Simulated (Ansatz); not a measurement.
Coupled-cluster diagnostics for Bi₃S₃⁺, Ansatz.

Geometry of the singlet (PBE-D4/def2-SVP):

```xyz
6

Bi    2.260    1.059   -0.765
Bi   -1.705   -0.156   -1.067
Bi    0.750   -0.341    1.518
S     0.914   -1.231   -0.981
S    -0.106    1.806    0.204
S    -2.112   -1.136    1.091
```

In the def2 sets Bi takes a core potential; there is no spin–orbit coupling. Correlated methods freeze 27 core orbitals; core or outer-core shells of Bi are correlated, in sets that lack core-valence functions. Another isomer (singlet) lies 0.80 eV lower at PBE0-D4/def2-TZVP; other spin states weren't run for this one.

(1) Estimate the CCSD(T) correlation energy, the shares of MP2 and (T), T1 and the reference's ⟨S²⟩ for: charge 1, singlet, own geometry in def2-SVP; and the rough time on 4 threads of Arm Neoverse N1 on a shared host.

## Answers

(1) 
```tsv
state	basis	correlation (eV)	MP2 share (%)	(T) share (%)	T1	⟨S²⟩ (pure)	wall time	remarks
charge 1, singlet, own geometry	def2-SVP	-21.746	90.4	5.8	0.025	0.00 (0.00)	56 s	large T1, restricted SCF unstable
```
Customary marks for T1 are 0.02 (closed shells), 0.045 (open shells) and about 0.05 (3d metals). T1 exceeds 0.02 in 1 of 1 rows and 0.045 in 0; the higher it lies, the less the single-reference result can be trusted.
